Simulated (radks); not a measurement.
Fractional charge and spin in the 4d shell of tin: the spin-up occupation runs from 4 to 5 and the spin-down occupation from 4 to 5; the fullest corner is Sn2+, [Kr] 5s2 4d(up 5, down 5). Method: scalar-relativistic Kohn-Sham, PBE, spin-polarised, spherical densities, finite nucleus; Fermi nuclear charge, rms radius of each element as measured or else 0.836 A^(1/3) + 0.57 fm; computed with a radial shooting solver on a logarithmic mesh with Libxc functionals. Energy (eV) above the fullest corner. The planes named below are the two flat planes that join the four corners, with an edge along up + down = one added electron.

down \ up        4     4.25     4.5    4.75       5
4          120.990  101.910  83.966  67.140  51.417
4.25       101.910   84.022  67.251  51.580  36.993
4.5         83.966   67.251  51.635  37.100  23.628
4.75        67.140   51.580  37.100  23.681  11.304
5           51.417   36.993  23.628  11.304   0.000

Corners above the fullest one (they belong to Sn3+ and the next ion): (up 5, down 4) 51.417 eV, (up 4, down 5) 51.417 eV, (up 4, down 4) 120.99 eV. With half an added electron in each spin the energy lies 0.218 eV from the planes, and with half an added electron in spin up alone -2.238 eV. The planes are only a guide here: the flat-plane condition holds for ground states with one frontier orbital, while this shell lies below other occupied shells, so the corners above the fullest one are inner-hole states and not the ground states of those ions.
